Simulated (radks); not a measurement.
Q: The samarium ion Sm11+ is in [Kr] 4d10 4f2 5s2 5p1. Method: scalar-relativistic Kohn-Sham, r2SCAN, spin-polarised, spherical densities, finite nucleus; meta-GGA in the generalised Kohn-Sham scheme; Fermi nuclear charge, rms radius of each element as measured or else 0.836 A^(1/3) + 0.57 fm; computed with a radial shooting solver on a logarithmic mesh with Libxc functionals. Open shells are filled with parallel spins first. One electron is removed from 5p, 4f, 4d, 5s in turn, with full relaxation. Which removal costs least, and what does each cost?

A: 5p 188.42 eV; 4f 207.74 eV; 5s 212.70 eV; 4d 341.22 eV. The 5p electron leaves first.
